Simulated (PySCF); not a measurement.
A structure optimised at B3LYP-D3(BJ)/def2-TZVP, used in a PySCF frequency run:

```xyz
6

Zn     0.0000     0.0000     0.3134
Cl     0.0000     0.0000    -1.8114
C      0.0000     0.0000     2.2522
H      0.8867     0.5120     2.6260
H      0.0000    -1.0239     2.6260
H     -0.8867     0.5120     2.6260
```
Charge 0, spin multiplicity 1.

Problem. Write its SMILES, formula and point group.

Solution. [CH3][Zn][Cl], CH3ClZn, C3v

Problem. What are its rotational constants (standard atomic weights)?

Solution. 159.41, 2.4600, 2.4600 GHz
